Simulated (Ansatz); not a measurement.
## Ligand exchange: CH8OSi2 + Si(NH2)2(SiH3)2 → Si3H8O + Si(CH3)(NH2)2(SiH3)

Species: CH8OSi2 `CO[SiH2][SiH3]`, singlet; Si(NH2)2(SiH3)2, singlet; Si3H8O `[SiH3]O[SiH2][SiH3]`, singlet; Si(CH3)(NH2)2(SiH3), singlet. The partners trade CH3 for SiH3: O–CH3 and Si–SiH3 bonds give way to O–SiH3 and Si–CH3.

Shapes, held fixed at every level: PBE0-D4/def2-TZVP. Flexible molecules stand in one conformer, not always the lowest. Programs: Ansatz 0.2.0. Electronic energies: no zero-point or thermal term.

**Question.** Estimate ΔE of this reaction.

**Answer.** The highest level, CCSD(T)/CBS estimate, gives ΔE = -209.3 kJ/mol; the levels span -220.4 to -189.0. The column of differences is taken from that level and isn't an error. No measured value is set beside it here. The CBS estimate extrapolates MP2 from def2-TZVPP and def2-QZVPP and adds CCSD(T) − MP2 in the triple-zeta set, cores frozen.

| level | kind | ΔE (kJ/mol) | less CCSD(T)/CBS estimate |
| --- | --- | --- | --- |
| HF/def2-TZVPP | Hartree–Fock | -220.4 | -11.1 |
| PBE0-D4/def2-TZVPP | global hybrid | -189.0 | +20.3 |
| wB97M-V/def2-TZVPP | range-separated hybrid | -209.7 | -0.4 |
| B2PLYP/def2-TZVPP | double hybrid | -207.3 | +2.0 |
| MP2/def2-TZVPP | perturbation theory | -219.4 | -10.1 |
| CCSD(T)/def2-TZVPP | coupled cluster or CI | -206.1 | +3.2 |
| CCSD(T)/CBS estimate | coupled cluster or CI | -209.3 | 0.0 |
